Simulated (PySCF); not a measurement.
## Correlation energy of N(2+) (nitrogen, charge +2)

[He] 2s2 2p1, 2P determinant. Computed with PySCF 2.14 in dyall-av3z (15s9p3d2f, 71 functions), with scalar relativity by spin-free X2C-1e. Frozen: 1s2; 3 electrons correlated; the 14 highest virtual orbitals of each spin left out.

```json
{"level": "CCSD", "correlation energy (mhartree)": "-85.60"}
{"level": "(T)", "correlation energy (mhartree)": "-1.07"}
{"level": "CCSD(T)", "correlation energy (mhartree)": "-86.67"}
```

Diagnostics: T1 = 0.0073, D1 = 0.0136, largest double amplitude 0.136.

Cost of the coupled-cluster step: of the order of 3 core-seconds, for 3 correlated electrons.
